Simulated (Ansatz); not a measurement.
`[O]=[V]([OH])([F])[F]` + HCl → `[O]=[V]([OH])([F])[Cl]` + H–F at 600 K and 1 bar (ligand exchange at a V–F bond).

Gas-phase electronic energies from Ansatz, PBE0-D4/def2-TZVP geometries. CBS: MP2 limit from def2 TZ/QZ plus the TZ coupled-cluster correction, frozen cores. This one scheme is used for every species. For V outer-core shells are correlated without core-valence functions, which leaves a few kJ/mol of doubt a bond. Scalar relativity is left out up to krypton. Each species was taken in one conformer, which may not be the lowest.

| species | CCSD(T)/CBS energy (Eh) | H − E (kJ/mol) | S (J/(mol·K)) |
| --- | --- | --- | --- |
| `[O]=[V]([OH])([F])[F]` | -1294.15888 | 107.5 | 391.8 |
| HCl | -460.38127 | 35.4 | 207.2 |
| `[O]=[V]([OH])([F])[Cl]` | -1654.14507 | 106.5 | 405.5 |
| H–F | -100.39570 | 42.3 | 194.0 |

H − E and S are ideal-gas, rigid-rotor, harmonic terms from PBE0-D4/def2-TZVP, for one conformer and one mirror image of each species. 1 Eh = 2625.50 kJ/mol, R = 8.31446 J/(mol·K).

By hand: ΔE, ΔH, ΔS and ΔG.

ΔE = (-1654.14507) + (-100.39570) − (-1294.15888) − (-460.38127) = -0.00062 Eh = -1.6 kJ/mol. Δ(H − E) = 106.5 + 42.3 − 107.5 − 35.4 = 5.9, so ΔH = 4.3 kJ/mol. ΔS = 405.5 + 194.0 − 391.8 − 207.2 = 0.5 J/(mol·K). ΔG = 4.3 − 600 × (0.5)/1000 = 4.0 kJ/mol.

By hand: the equilibrium constant, and the temperature at which ΔG would vanish if ΔH and ΔS stayed fixed.

log₁₀ K = −ΔG/(RT ln 10) = -0.3. ΔG = 0 at ΔH/ΔS = 8600 K, far beyond where these terms or the molecules hold.

The number of gas molecules stays the same, so ΔS is small and ΔH decides. The sign of ΔG lies within the doubt. A doubt of 5 kJ/mol in ΔE shifts log₁₀ K by 0.4 here. Other conformers and mirror images would add mixing entropy, several J/(mol·K) or more a flexible species. These are equilibria of isolated gas molecules and say nothing of rates. Largest T1 diagnostic: 0.032 (customary marks: 0.02 for closed shells, 0.045 for open ones).
